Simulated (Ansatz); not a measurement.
`[CH3][Al]([F])[I]`, charge 0, multiplicity 1.

Give a relaxed structure at PBE0-D4/def2-TZVP (the Gaussian-basis code of Ansatz). (Estimate.)

The calculation gave: 
Z-matrix (Å, degrees):
```
C
Al 1 1.930
H 1 1.091 2 111.9
H 1 1.094 2 110.3 3 120.9
H 1 1.094 2 110.3 3 -121.0
F 2 1.646 1 120.2 3 179.7
I 2 2.463 1 124.1 3 -0.3
```
Point group Cs.
